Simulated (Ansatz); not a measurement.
The pair A = CHN (SMILES C#N) (first 3 atoms), B = GeH4 (SMILES [GeH4]); geometry from B3LYP-D3(BJ)/def2-TZVP.
(charge 0, multiplicity 1):
| atom | x (Å) | y (Å) | z (Å) |
|---|---|---|---|
| C | -0.1556 | -0.0408 | 0.5189 |
| N | -0.3097 | 0.4319 | -0.5140 |
| H | -0.0117 | -0.4775 | 1.4829 |
| Ge | 0.1191 | 0.0050 | 4.7260 |
| H | -0.5321 | 1.2397 | 4.0874 |
| H | -0.7960 | -0.5727 | 5.8121 |
| H | 1.4841 | 0.3764 | 5.3179 |
| H | 0.3257 | -1.0618 | 3.6321 |

Cores are frozen in the correlated methods. Filled d and f shells under p-block atoms count as core. MP2 and its Hartree–Fock in aug-cc-pVQZ, aug-cc-pVTZ are density fitted.

Codes used: Ansatz (a program for electronic structure). 

The counterpoise-corrected interaction energy is E(AB) − E(A in the pair's basis) − E(B in the pair's basis). Total energies (hartree):

```
level                           AB  A in the pair's basis  B in the pair's basis
-------------------  -------------  ---------------------  ---------------------
HF/aug-cc-pVTZ       -2170.6277546            -92.9100366          -2077.7180991
MP2/aug-cc-pVTZ      -2171.1196609            -93.2591199          -2077.8593772
HF/aug-cc-pVQZ       -2170.6371315            -92.9154011          -2077.7221068
MP2/aug-cc-pVQZ      -2171.1561868            -93.2840782          -2077.8708884
MP2/aug-cc-pVDZ      -2170.9444513            -93.1813617          -2077.7621853
CCSD(T)/aug-cc-pVDZ  -2170.9997681            -93.2031834          -2077.7956979
```

Problem. Work out the counterpoise-corrected interaction energy at the basis-set limit: extrapolate the MP2 correlation part as X⁻³, take Hartree–Fock from the larger set, and add the CCSD(T) − MP2 difference of aug-cc-pVDZ.

Solution. 
1. Differences (1 hartree = 627.509 kcal/mol): HF/aug-cc-pVTZ 0.239; MP2/aug-cc-pVTZ -0.730; HF/aug-cc-pVQZ 0.236; MP2/aug-cc-pVQZ -0.766; MP2/aug-cc-pVDZ -0.567; CCSD(T)/aug-cc-pVDZ -0.556.
2. Correlation parts, MP2 less HF: -0.969 in aug-cc-pVTZ (X = 3), -1.002 in aug-cc-pVQZ (X = 4).
3. Limit (4³·(-1.002) − 3³·(-0.969))/(4³ − 3³) = -1.025; with HF/aug-cc-pVQZ it gives -0.789.
4. CCSD(T) less MP2 in aug-cc-pVDZ: 0.011.
Result: -0.78 kcal/mol, against -0.73 at MP2/aug-cc-pVTZ. It is an estimate of this method's limit, not of the exact value.
